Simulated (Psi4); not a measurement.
Conformational energy of SMILES CCc1ccc(s1)O (C6H8OS), singlet. Scanned: dihedral C1–C2–C3–S8; all other coordinates were relaxed at GFN2-xTB. Points at φ and −φ are mirror images.

Geometry of the scan point at 180° (Å):
```
16

C     -2.2753     0.6926    -0.8523
C     -1.6545    -0.1156     0.2805
C     -0.1672    -0.2049     0.1842
C      0.6907     0.3080    -0.7291
C      2.0547     0.0063    -0.4828
C      2.2264    -0.7447     0.6325
O      3.3993    -1.1918     1.1303
S      0.7046    -1.0979     1.4069
H     -1.8976     1.7120    -0.8469
H     -2.0478     0.2404    -1.8145
H     -3.3556     0.7248    -0.7337
H     -2.0728    -1.1276     0.2784
H     -1.9224     0.3375     1.2409
H      0.3767     0.8947    -1.5727
H      2.8684     0.3309    -1.1033
H      3.2525    -1.7064     1.9315
```

Level of theory: PBE-D3(BJ)/def2-SVP // GFN2-xTB (Psi4).

Scanned values (°): -165, -150, -135, -120, -105, -90, -75, -60, -45, -30, -15, 0, 15, 30, 45, 60, 75, 90, 105, 120, 135, 150, 165, 180.

Question: Describe the profile: where are the wells and the tops?

Answer: Lower than their neighbours: -60° (0.0 mEh), 60° (0.0 mEh), 180° (0.4 mEh). Higher than their neighbours: -135° (1.5 mEh), 0° (2.0 mEh), 135° (1.5 mEh). The whole profile spans 2.0 mEh.
